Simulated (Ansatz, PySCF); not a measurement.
Energy difference 3 R1 + R2 → P1 + P2, each structure at its B3LYP-D3(BJ)/def2-TZVP stationary point, reached from a drawn start (curvature not checked).
R1, H2 (SMILES [H][H]) (charge 0, multiplicity 1):
```xyz
2

H      0.000     0.000     0.372
H      0.000     0.000    -0.372
```
P1, H2O (SMILES O) (charge 0, multiplicity 1):
```xyz
3

O      0.000     0.000     0.390
H      0.000     0.765    -0.195
H      0.000    -0.765    -0.195
```
R2: OSi (SMILES [O+]#[Si-]), charge 0, multiplicity 1.
P2: SiH4 (SMILES [SiH4]), charge 0, multiplicity 1.

P less R. No zero-point or thermal terms.

Frozen-core correlation throughout.

Codes used: Ansatz (a first-principles code); PySCF for M06-2X and the D3/D4 terms. All values are computed, each at the level named.

| level | reaction energy (eV) |
|---|---|
| revPBE-D3(BJ)/def2-TZVPP | -1.468 |
| r2SCAN-D4/def2-TZVPP | -1.778 |
| BHLYP/def2-TZVPP | -1.995 |
| BHLYP-D3(BJ)/def2-TZVPP | -2.036 |
| M06-2X/def2-TZVPP | -1.600 |
| CAM-B3LYP-D3(BJ)/def2-TZVPP | -1.803 |
| wB97X-V/def2-TZVPP | -1.904 |
| B2PLYP-D3(BJ)/def2-TZVPP | ? |
| CCSD/cc-pV(Q+d)Z | ? |

Question: Some entries are withheld; supply them.

Answer: 
- B2PLYP-D3(BJ)/def2-TZVPP, reaction energy (eV): -1.536
- CCSD/cc-pV(Q+d)Z, reaction energy (eV): -1.790
